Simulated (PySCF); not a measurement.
## CH10OSi3

CH10OSi3 is a small molecule, neutral, singlet. The structure, one conformer, was relaxed in the gas phase by PBE0-D3(BJ)/def2-SVP. No frequency run checks that it is a minimum.

SMILES: O[SiH]([SiH3])C[SiH3]

```
atom   x (Å)   y (Å)   z (Å)
 Si1  -0.515   0.735  -0.725
 Si2  -2.282  -0.687  -0.137
  C3   1.125  -0.192  -0.716
 Si4   1.842  -0.428   1.010
  O5  -0.522   1.944   0.438
  H6  -0.746   1.314  -2.091
  H7  -3.601  -0.004  -0.311
  H8  -2.258  -1.898  -1.019
  H9  -2.151  -1.137   1.282
 H10   1.865   0.340  -1.338
 H11   0.975  -1.181  -1.184
 H12   0.815  -1.007   1.928
 H13   2.301   0.881   1.566
 H14   3.018  -1.352   0.972
 H15   0.127   2.647   0.339
```

Shieldings: GIAO PBE0/pcSseg-1. Shifts are against computed references at the same level: C TMS (σ 184.4 ppm), H TMS (σ 31.27 ppm), Si TMS (σ 352.0 ppm). Core levels by delta-SCF with SCAN, pcX-2 on the ionised atom and pcseg-1 elsewhere, spin-free X2C (2p3/2 is the spin-free 2p value less a third of a first-order spin-orbit splitting); from the vacuum level, for chosen atoms.

Task: Give the NMR and core-level values of the distinct atoms.

Result: 
| atoms | bonded to | σ (ppm) | δ (ppm) | core level (eV) |
| --- | --- | --- | --- | --- |
| Si1 | 1 C + 1 O + 1 Si + 1 H | 347.3 | 4.7 | 2p3/2 106.87 |
| Si2 | 1 Si + 3 H | 461.7 | -109.7 | 2p3/2 106.39 |
| C3 | 2 Si + 2 H | 189.0 | -4.6 | 1s 289.90 |
| Si4 | 1 C + 3 H | 422.8 | -70.8 | 2p3/2 106.65 |
| O5 | 1 Si + 1 H | 308.8 | - | 1s 538.36 |
| H6 | 1 Si | 25.59 | 5.67 | - |
| H7 H8 H9 | 1 Si | 27.79 | 3.48 | - |
| H10 | 1 C | 30.78 | 0.49 | - |
| H11 | 1 C | 31.57 | -0.30 | - |
| H12 H13 H14 | 1 Si | 27.25 | 4.02 | - |
| H15 | 1 O | 30.63 | 0.63 | - |

Values are those of this one static structure, with the three H of a rotating XH3 group averaged; atoms that internal rotation interchanges would show their mean in an NMR spectrum.

Task: Which of Si1, Si2, Si4 holds its core electrons tightest, and by how much against the loosest?

Result: Si1 (bonded to 1 C + 1 O + 1 Si + 1 H), by 0.49 eV over Si2 (bonded to 1 Si + 3 H).

Task: By CAM-B3LYP/def2-SVPD (TDDFT singlets, Tamm-Dancoff triplets, ionisation by delta-SCF), where does absorption start, and what does vertical ionisation take?

Result: The lowest singlet lies at 6.66 eV (f 0.014), the strongest of the first 6 at 8.06 eV (f 0.259), the lowest triplet at 6.01 eV; vertical ionisation takes 10.00 eV.
